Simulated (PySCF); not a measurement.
**Dipole moment and polarisability of `N#C[C@@H]1CC[CH2][GeH2]1`**

C₅H₉GeN.
Cartesian coordinates in Å at the PBE0-D3(BJ)/def2-SVP level; atoms count from 1:
```xyz
16
C5H9GeN angstrom
N      3.1134    0.4816   -1.6529
C      2.5146    0.4460   -0.6602
C      1.7253    0.4033    0.5536
C      0.9065   -0.8995    0.6806
C     -0.3368   -0.8128   -0.2058
C     -1.1179    0.4652    0.1217
Ge     0.2844    1.7985    0.4822
H      2.3926    0.5579    1.4147
H      0.6009   -1.0081    1.7352
H      1.5204   -1.7798    0.4323
H     -0.9622   -1.7119   -0.0831
H     -0.0183   -0.7962   -1.2627
H     -1.7234    0.3363    1.0331
H     -1.7978    0.7703   -0.6860
H      0.1424    2.5102    1.8401
H      0.5401    2.8163   -0.6385
```

Level: CAM-B3LYP/def2-SVPD (PySCF), static field, nuclei fixed, core orbitals frozen in the response. The polarisability tensor in these axes (au):

```
x   92.03 -0.27 -9.35
y   -0.27 90.30  2.23
z   -9.35  2.23 85.19
```

Problem. What are the eigenvalues, a third of the trace, and Δα (Δα² = ½Σ(αi − αj)² over the three pairs)?

Solution. Principal values 78.42, 90.28 and 98.83 au; mean 89.18 au = 13.21 Å³ = 14.70 × 10⁻⁴⁰ C²·m²/J; Δα = 17.76 au (20 % of the mean).

Problem. What is the dipole moment, and where does it point?

Solution. (-3.13, -0.43, 3.29) D, 4.56 D in size, pointing from the negative to the positive side. Measured along this direction, the outermost atoms are N1 at the negative end and H13 at the positive end.

Problem. Form Σ f/ω² (atomic units) for the 6 lowest TDDFT singlets, given as eV and f, and set it beside the mean polarisability, which is this sum over all singlets: 6.99, 0.0033; 7.41, 0.0861; 7.62, 0.0086; 7.77, 0.0282; 7.84, 0.0005; 7.94, 0.0218.

Solution. They add up to 1.93 au, 2.2 % of the 89.18 au; the largest single term is 1.16 au, from the state at 7.41 eV. Terms in order: 0.05, 1.16, 0.11, 0.35, 0.01, 0.26 au. Higher excitations give the rest. The strengths listed sum to 0.149.

Problem. What are the principal values of the traceless quadrupole moment, Θ = ½Σq(3rr − r²1), about the centre of nuclear charge?

Solution. -17.41, 7.63, 9.78 D·Å. The values depend on the origin, since the dipole doesn't vanish. The electronic extent ⟨r²⟩ about the same centre is 1050 bohr², a root-mean-square distance of 1.94 Å for the 78 electrons.

Problem. Give the principal axes and the span of the nuclei along them.

Solution. Largest value along (0.80, -0.18, -0.58), where the nuclei span 5.38 Å; middle along (0.22, 0.97, 0.01), 4.74 Å; least along (0.56, -0.14, 0.82), 4.09 Å. The response follows the extents in order.

One conformer (not necessarily the lowest) at the PBE0-D3(BJ)/def2-SVP geometry, without solvent, vibrations or thermal averaging. The calculation is non-relativistic, for germanium too.
